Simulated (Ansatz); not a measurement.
Problem. Name a neutral molecule of B, C, N and H with HOMO energy (PBE/def2-TZVPP) between -5.65 and -5.35 eV and HOMO–LUMO gap (PBE/def2-TZVPP) between 2.95 and 3.25 eV (Ansatz, PBE0-D4/def2-TZVP geometry).

Solution. `BCC(C)N` (-5.42 eV, 3.14 eV); `BCCN` (-5.35 eV, 2.98 eV); `NCC1BC1` (-5.40 eV, 3.15 eV). Other molecules can fit too; these were computed, each in one conformer that needn't be the lowest.
